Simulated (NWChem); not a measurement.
Molecule: dimethyl carbonate (C₃H₆O₃); SMILES COC(=O)OC

```xyz
12

C     -2.3159    -0.0017    -0.0191
O     -1.0778    -0.0009    -0.7041
C      0.0000     0.0000     0.0722
O      0.0000     0.0000     1.2745
O      1.0778     0.0009    -0.7041
C      2.3159     0.0017    -0.0191
H     -2.4178     0.8923     0.6142
H     -3.0927    -0.0054    -0.7926
H     -2.4141    -0.8927     0.6188
H      3.0927     0.0054    -0.7926
H      2.4178    -0.8923     0.6142
H      2.4141     0.8927     0.6188
```
Atoms are numbered in this order, from 1.

Level: PBE0/def2-SVP (NWChem), optimised geometry, unscaled harmonic frequencies. 

Task: List the harmonic frequencies with IR intensities, and the thermochemistry.

Result: 
| frequency (cm⁻¹) | IR intensity (km/mol) |
|---|---|
| 102 | 0.0 |
| 112 | 2.8 |
| 131 | 7.7 |
| 209 | 0.0 |
| 238 | 6.5 |
| 349 | 27.2 |
| 532 | 1.1 |
| 717 | 0.1 |
| 814 | 32.9 |
| 967 | 27.2 |
| 1072 | 60.9 |
| 1178 | 0.0 |
| 1182 | 1.1 |
| 1195 | 8.7 |
| 1202 | 8.5 |
| 1259 | 0.0 |
| 1375 | 695.4 |
| 1453 | 2.0 |
| 1458 | 0.0 |
| 1459 | 19.8 |
| 1472 | 92.3 |
| 1480 | 14.0 |
| 1502 | 203.5 |
| 1895 | 320.4 |
| 3067 | 53.3 |
| 3068 | 4.5 |
| 3163 | 0.0 |
| 3163 | 28.9 |
| 3204 | 7.3 |
| 3205 | 10.4 |

```yaml
zero_point_energy: 60.3 kcal/mol
thermal correction to the enthalpy at 298.15 K (with zero-point energy): 65.3 kcal/mol
heat capacity Cv: 21.9 cal/(mol K)
entropy at 298.15 K and 1 atm (symmetry number 2): 80.4 cal/(mol K)
dipole_moment: 0.32 D
```

Rigid rotor and harmonic oscillator.
